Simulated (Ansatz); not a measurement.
```yaml
crystal:
  periodic: [false, false, false]
  atoms:
    - {symbol: Rb, position_ang: [1.116023, 1.765347, 0.012486]}
    - {symbol: Rb, position_ang: [-1.116203, -1.764790, 0.001642]}
    - {symbol: Rb, position_ang: [2.524094, -3.445443, 0.145244]}
    - {symbol: Rb, position_ang: [-2.523325, 3.445444, -0.160697]}
    - {symbol: H, position_ang: [-0.057837, 4.210034, -0.067597]}
    - {symbol: H, position_ang: [1.699205, -0.917518, 0.102302]}
    - {symbol: H, position_ang: [0.058190, -4.211170, 0.054829]}
    - {symbol: H, position_ang: [-1.700156, 0.918107, -0.088210]}
basis:
  gaussian: {orbitals: def2-mTZVP}
total_charge: -1
magnetization: {spin_polarized: false, initial_magnetization: 1}
hamiltonian: {xc: {name: PBEsol}, dispersion: d4, pseudopotentials: {relativity: scalar}}
scf: {omitted_lower_state_checks: [starts]}
```

```sh
$ ansatz run in.yaml --threads 4 --pin off --events-out ev --progress --plain --max-ram 3916MiB
```

Shortened log:

```
Functional definition: PBEsol
1472 factors; their error is unknown
mean field evaluation 1: about -2673.9692 eV, gradient 2.6e1 eV
mean field evaluation 2: about -2645.6684 eV, gradient 4.8e1 eV
mean field evaluation 4: about -2677.7883 eV, gradient 5.2e0 eV
mean field evaluation 8: about -2677.7883 eV, gradient 5.2e0 eV
mean field evaluation 16: about -2678.0655 eV, gradient 5.3e-4 eV
mean field -2678.06550569 eV, -98.4170920761 hartree, gradient 1.1e-5 eV, S^2 0.750000; 0 other end points of the search recorded, 0 dependent functions left out
reference -2678.06557480 eV, -98.4170946159 hartree; 21, 20 occupied and 123, 124 virtual orbitals, 1472 factors
Total energy: -2678.30897809 eV, -98.4260395217 hartree
Relativity: scalar
Checks for a lower state left out: starts
```

It took 8 s on 4 threads of Arm Neoverse V1 on a shared host.

In the def2 sets Rb takes a core potential; there is no spin–orbit coupling. The highest occupied level of an anion often lies above zero with these methods, and sets without diffuse functions describe the outer electron poorly.

With spin_polarized false and unpaired electrons the run is restricted open-shell.
